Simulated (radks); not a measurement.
Effect of the nuclear size on neutral thulium, [Xe] 4f13 6s2. Method: Dirac Kohn-Sham, relativistic LDA (MacDonald-Vosko exchange, VWN5 correlation), spin-unpolarised, spherical densities, finite nucleus; open shells are shared between the two j in proportion to 2j + 1; Fermi nuclear charge, rms radius 5.2256 fm; computed with a radial shooting solver on a logarithmic mesh with Libxc functionals. The rms radius is varied about that value; shifts are against it.

rms radius (fm)  total energy shift (eV)  density at nucleus (e/bohr^3)  1s1/2 shift (meV)  2s1/2 shift (meV)  5s1/2 shift (meV)  5p1/2 shift (meV)  6s1/2 shift (meV)  4f7/2 shift (meV)  6p1/2 (empty) shift (meV)
4.3268                             -11.0                      9.909e+05              -4460               -601              -4.60              0.463             -0.181              0.801                      0.156
4.7971                             -5.41                      9.608e+05              -2200               -296              -2.27              0.228             -0.089              0.395                      0.077
5.2256                                 0                      9.366e+05              0.000              0.000              0.000              0.000              0.000              0.000                      0.000
5.6698                              5.95                      9.141e+05               2420                326               2.50             -0.251              0.098             -0.435                     -0.085
5.9833                              10.4                      8.995e+05               4210                567               4.34             -0.436              0.171             -0.756                     -0.147

Slopes of the eigenvalues against <r^2> in GHz/fm^2, as finite differences over the two radii next to the reference (eigenvalue slopes, not the field-shift constants of lines): 1s1/2 122000, 2s1/2 16500, 5s1/2 126, 5p1/2 -12.7, 6s1/2 4.96, 4f7/2 -22.0, 6p1/2 (empty) -4.28.
